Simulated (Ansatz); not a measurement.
The input (input.yaml):

```yaml
crystal:
  periodic: [false, false, false]
  atoms:
    - { symbol: C, position_ang: [-0.12169, -1.232074, -0.474729] }
    - { symbol: Si, position_ang: [0.597445, 0.265072, 0.344365] }
    - { symbol: F, position_ang: [1.86694, -0.203032, 1.241637] }
    - { symbol: P, position_ang: [-0.529695, 2.012338, 1.093982] }
    - { symbol: S, position_ang: [0.808385, 2.069926, -0.693497] }
    - { symbol: H, position_ang: [0.632799, -1.700039, -1.125905] }
    - { symbol: H, position_ang: [-0.432374, -1.972566, 0.277618] }
    - { symbol: H, position_ang: [-0.990535, -0.95005, -1.08595] }
    - { symbol: H, position_ang: [-1.742776, 1.664224, 0.405479] }
basis:
  gaussian: { orbitals: def2-SVP }
hamiltonian:
  xc: pbe0
neb:
  order_check: false
  images: 9
  f_tol: 0.05
  max_iterations: 60
  final_atoms:
    - { symbol: C, position_ang: [-0.19580305, -1.23411238, -0.33245362] }
    - { symbol: Si, position_ang: [0.46868384, 0.17129927, 0.69041409] }
    - { symbol: F, position_ang: [2.06061701, -0.14565502, 0.82726986] }
    - { symbol: P, position_ang: [-0.52554969, 1.67280026, 1.79410475] }
    - { symbol: S, position_ang: [0.170601, 2.17791282, -0.3020937] }
    - { symbol: H, position_ang: [0.450913, -1.4285159, -1.20134174] }
    - { symbol: H, position_ang: [-0.21619778, -2.14841453, 0.28223927] }
    - { symbol: H, position_ang: [-1.22170313, -1.02534195, -0.66711242] }
    - { symbol: H, position_ang: [-0.90306219, 1.91382644, -1.10802649] }
  initial_path:
    images:
      - { positions_ang: [[-0.12169, -1.232074, -0.474729], [0.597445, 0.265072, 0.344365], [1.86694, -0.203032, 1.241637], [-0.529695, 2.012338, 1.093982], [0.808385, 2.069926, -0.693497], [0.632799, -1.700039, -1.125905], [-0.432374, -1.972566, 0.277618], [-0.990535, -0.95005, -1.08595], [-1.742776, 1.664224, 0.405479]] }
      - { positions_ang: [[-0.11622656, -1.24169789, -0.46091948], [0.58794753, 0.23737508, 0.37993909], [1.88527245, -0.17678626, 1.22302178], [-0.54935274, 1.95620164, 1.13433242], [0.72599224, 2.05488834, -0.65441246], [0.6058644, -1.66617066, -1.14804926], [-0.39960129, -2.0021655, 0.26608879], [-1.0100122, -0.95566003, -1.03964666], [-1.64138482, 1.74781428, 0.28264579]] }
      - { positions_ang: [[-0.11076311, -1.25132178, -0.44710996], [0.57845006, 0.20967816, 0.41551318], [1.9036049, -0.15054052, 1.20440655], [-0.56901048, 1.90006528, 1.17468284], [0.64359947, 2.03985068, -0.61532792], [0.57892979, -1.63230231, -1.17019351], [-0.36682858, -2.031765, 0.25455957], [-1.02948941, -0.96127006, -0.99334333], [-1.53999364, 1.83140456, 0.15981258]] }
      - { positions_ang: [[-0.10529967, -1.26094567, -0.43330044], [0.56895259, 0.18198124, 0.45108727], [1.92193735, -0.12429478, 1.18579133], [-0.58866821, 1.84392892, 1.21503326], [0.56120671, 2.02481302, -0.57624338], [0.55199519, -1.59843397, -1.19233777], [-0.33405588, -2.06136451, 0.24303036], [-1.04896661, -0.96688009, -0.94703999], [-1.43860246, 1.91499483, 0.03697937]] }
      - { positions_ang: [[-0.09983623, -1.27056956, -0.41949093], [0.55945512, 0.15428431, 0.48666136], [1.9402698, -0.09804904, 1.1671761], [-0.60832595, 1.78779256, 1.25538369], [0.47881395, 2.00977537, -0.53715884], [0.52506059, -1.56456562, -1.21448203], [-0.30128317, -2.09096401, 0.23150114], [-1.06844381, -0.97249012, -0.90073666], [-1.33721129, 1.99858511, -0.08585384]] }
      - { positions_ang: [[-0.09437279, -1.28019346, -0.40568141], [0.54995765, 0.12658739, 0.52223546], [1.95860225, -0.0718033, 1.14856088], [-0.62798369, 1.7316562, 1.29573411], [0.39642119, 1.99473771, -0.49807431], [0.49812598, -1.53069728, -1.23662628], [-0.26851046, -2.12056351, 0.21997193], [-1.08792102, -0.97810015, -0.85443332], [-1.23582011, 2.08217539, -0.20868705]] }
      - { positions_ang: [[-0.11465884, -1.27097724, -0.39103585], [0.53370288, 0.13552977, 0.55587118], [1.9790052, -0.08657364, 1.08430267], [-0.60749689, 1.71988501, 1.39540824], [0.35125715, 2.03137273, -0.45887818], [0.48868339, -1.510261, -1.22956937], [-0.25804793, -2.12613371, 0.2324254], [-1.11467744, -0.98754851, -0.81696914], [-1.16926852, 2.0485056, -0.38855494]] }
      - { positions_ang: [[-0.13494489, -1.26176103, -0.37639029], [0.51744812, 0.14447215, 0.58950691], [1.99940815, -0.10134399, 1.02004447], [-0.58701009, 1.70811382, 1.49508236], [0.30609311, 2.06800775, -0.41968206], [0.47924079, -1.48982473, -1.22251246], [-0.24758539, -2.13170392, 0.24487887], [-1.14143386, -0.99699687, -0.77950496], [-1.10271694, 2.01483581, -0.56842283]] }
      - { positions_ang: [[-0.15523094, -1.25254481, -0.36174474], [0.50119336, 0.15341452, 0.62314264], [2.0198111, -0.11611433, 0.95578627], [-0.56652329, 1.69634263, 1.59475649], [0.26092907, 2.10464277, -0.38048594], [0.46979819, -1.46938845, -1.21545556], [-0.23712285, -2.13727412, 0.25733233], [-1.16819028, -1.00644523, -0.74204078], [-1.03616536, 1.98116602, -0.74829072]] }
      - { positions_ang: [[-0.17551699, -1.2433286, -0.34709918], [0.4849386, 0.1623569, 0.65677837], [2.04021406, -0.13088467, 0.89152806], [-0.54603649, 1.68457144, 1.69443062], [0.21576503, 2.14127779, -0.34128982], [0.46035559, -1.44895218, -1.20839865], [-0.22666032, -2.14284432, 0.2697858], [-1.1949467, -1.01589359, -0.7045766], [-0.96961377, 1.94749623, -0.92815861]] }
      - { positions_ang: [[-0.19580305, -1.23411238, -0.33245362], [0.46868384, 0.17129927, 0.69041409], [2.06061701, -0.14565502, 0.82726986], [-0.52554969, 1.67280026, 1.79410475], [0.170601, 2.17791282, -0.3020937], [0.450913, -1.4285159, -1.20134174], [-0.21619778, -2.14841453, 0.28223927], [-1.22170313, -1.02534195, -0.66711242], [-0.90306219, 1.91382644, -1.10802649]] }
```

Launched with:

```bash
$ ansatz run input.yaml --threads 2 --pin off --max-ram 3072MiB --backend cpu --events-out ev --progress --plain --runs-dir out
```

Hardware: 2 threads of Arm Neoverse V1, on a shared host.

Roughly how long does this run take, and how much memory?

2.8 min, with a peak of 0.23 GiB, for 6 band iterations.
